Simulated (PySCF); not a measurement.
Species: C₃H₆BClS.
Atom-mapped SMILES: `[CH2:1]=[C:2]([Cl:3])[BH:4][S:5][CH3:6]` (hydrogens: H7, H8 on C1; H9 on B4; H10, H11, H12 on C6)

The calculation used PBE0-D3(BJ)/def2-SVP geometry optimisation, gas phase (PySCF).

(1) List the bond lengths, angles and torsions at this level.

Answers

(1) 
```csv
bond,length (bohr),order
C1=C2,2.532,double
C2–Cl3,3.307,single
C2–B4,2.946,single
B4–S5,3.348,single
S5–C6,3.433,single
C1–H7,2.066,single
C1–H8,2.066,single
B4–H9,2.278,single
"C6–H10, C6–H11, C6–H12",2.074,single
```

Bonds in one row agree within 0.02 bohr and their mean is given. Orders are formal, as drawn. A selection of angles:
```csv
angle,degrees
C2–C1–H7,122.4
C2–C1–H8,119.4
H7–C1–H8,118.3
C1–C2–Cl3,119.4
C1–C2–B4,125.7
Cl3–C2–B4,114.9
C2–B4–S5,118.5
C2–B4–H9,121.6
S5–B4–H9,119.9
B4–S5–C6,103.9
S5–C6–H10,107.4
S5–C6–H11,110.5
S5–C6–H12,110.6
H10–C6–H11,109.3
```

Dihedral angles: C1–C2–B4–S5 30°; C2–B4–S5–C6 -175° (antiperiplanar). The mirror-image conformer, all signs reversed, is as good.

B4 (three-coordinate boron) is planar (angles 121.6°, 119.9° and 118.5°, sum 360.0°, 0.00 Å off the plane of its three neighbours). Of the pairs four or more bonds apart, S5···H8 is among the closest relative to their van der Waals radii: 2.92 Å, 97 % of the sum of Bondi's values.

Point group: C1 (no symmetry element, even within 0.4 Å). No PBE0-D3(BJ)/def2-SVP frequencies stand behind this structure, so it isn't proved a minimum. The numbers are those of one conformer.

On one thread of an Intel Xeon Platinum 8375C at 2.90 GHz, no GPU, shared host with 128 logical CPUs at a one-minute load of 74, this took 67 s of wall time and 0.52 GiB of memory at its peak. These figures are those of the optimisation.
